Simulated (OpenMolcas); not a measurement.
## Levels of Sb+ by method

```
Program             : OpenMolcas 26.06
Basis               : ANO-RCC-VTZP [7s6p4d2f1g]
Scalar Hamiltonian  : DKH2, point nucleus
Active space        : 2 electrons in 3 orbitals (5p)
State averaging     : 2S+1 = 3 even, 3 roots; 2S+1 = 1 even, 6 roots
Spin-orbit coupling : state interaction with AMFI integrals over the reference wave functions, term energies averaged over their components
```

Methods on the same reference wave functions:
A. CASSCF
B. SS-CASPT2, IPEA 0.25 Eh, imaginary shift 0.1 Eh (closed shells correlated: 4d 5s)
C. XMS-CASPT2, IPEA 0.25 Eh, imaginary shift 0.1 Eh (closed shells correlated: 4d 5s)

Energies in cm-1 above 5s2 5p2 3P0, the measured ground level; measured values from NIST Handbook of Basic Atomic Spectroscopic Data.

| Level | A | B | C | Measured |
| --- | --- | --- | --- | --- |
| 5s2 5p2 3P0 | 0.0 | 0.0 | 0.0 | 0.0 |
| 5s2 5p2 3P1 | 2444 | 2610 | 2620 | 3055 |
| 5s2 5p2 3P2 | 5119 | 5080 | 5060 | 5658 |
| 5s2 5p2 1D2 | 14191 | 12370 | 12160 | 12790 |
| 5s2 5p2 1S0 | 28326 | 23750 | 23590 | 23906 |

Deviations, from unrounded energies. A percentage is the sum of absolute deviations over the sum of measured energies, with the sign that they share, or ± where signs differ.

```csv
Against measurement,Levels,A,B,C
mean absolute deviation (cm-1),4,1700,400,490
fine structure of the ground term (%),2,-13.2,-11.7,-11.9
other terms of the ground configuration (%),2,+15.9,-1.6,-2.6
```

B lies closest to measurement on these levels and A furthest from it. The largest miss of B in the table is 5s2 5p2 3P2, by -570 cm-1. The ranking rests on the paired levels alone, and a cruder setting can come out closer through cancelling errors.

Between B and C the level of the table that moves most is 5s2 5p2 1D2, by 200 cm-1 (lowest in C, highest in B). Moves below CASPT2's spread within the term are not significant.

The mean deviations of B to C differ by less than CASPT2's widest spread within a term (790 cm-1), so their order carries little weight.

From A to B the spin-free energies of the other terms of 5s2 5p2 shown, above 3P, scale by factors of 0.77 to 0.79.

The lowest spin-free term lies below A's lowest term by 0.484 hartree in B, 0.488 hartree in C.

Term energies are means over components that CASPT2 splits; among the terms shown or strongly mixed into the levels shown the widest spread is 790 cm-1 (5s2 5p2 1D, C). With the s shell closed, the reference lacks s² → p² mixing. Computed and measured levels are paired by configuration, term and J; levels that our copy of the source lacks, or whose pairing is in doubt (as where it misses far off the trend of its configuration), stay unpaired and out of the deviations. Levels of configurations outside the active space are missing.
